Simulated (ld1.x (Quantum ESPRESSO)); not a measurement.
Ranking RRKJ potentials for Rh

All share these settings but for the change named:

ld1.x (Quantum ESPRESSO) 7.5 input, shortened:

```
&input
   title='Rh', zed=45., rel=1, dft='PBE', iswitch=3,
   config='[Kr] 4d8 5s0 5p0'
 /
 &inputp
   pseudotype=2, tm=.false., lloc=0,
   nlcc=.true., new_core_ps=.true., rcore=1.00
 /
3
4P  2  1   6.00   0.00  1.50  1.50  0.0
4D  3  2   8.00   0.00  1.85  1.85  0.0
4S  1  0   2.00   0.00  1.10  1.10  0.0
 &test
   configts(1)='4s2 4p6 4d8 5s0 5p0'
 /
```

Test errors are all-electron minus pseudo excitation energies from the reference, over 4s2 4p6 4d8 5s1 5p0; 4s2 4p6 4d7 5s0 5p0; 4s2 4p6 4d6 5s0 5p0; 4s2 4p6 4d7 5s2 5p0; 4s2 4p6 4d7 5s1 5p0; 4s2 4p6 4d9 5s0 5p0; 4s2 4p6 4d5 5s0 5p0. None of these files shows a bound ghost.

The base gives 262.0 meV.

Of 5 variants that were run, those that failed, showed a ghost or another fault, or gave nearly equal values are left out.

**Question.** Rank these variants by their largest absolute test error, smallest first.
A. all radii but the core radius scaled by about 1.16 (s 1.28, p 1.74, d 2.14 bohr)
B. all radii but the core radius scaled by about 1.33 (s 1.46, p 2.00, d 2.46 bohr)
C. all radii but the core radius scaled by about 0.78 (s 0.86, p 1.16, d 1.44 bohr)
D. all radii but the core radius scaled by about 0.87 (s 0.96, p 1.30, d 1.62 bohr)
E. all radii but the core radius scaled by about 1.25 (s 1.38, p 1.88, d 2.32 bohr)

**Answer.** D (168.0 meV), C (219.9 meV), A (771.0 meV), E (1331.4 meV), B (1873.1 meV).
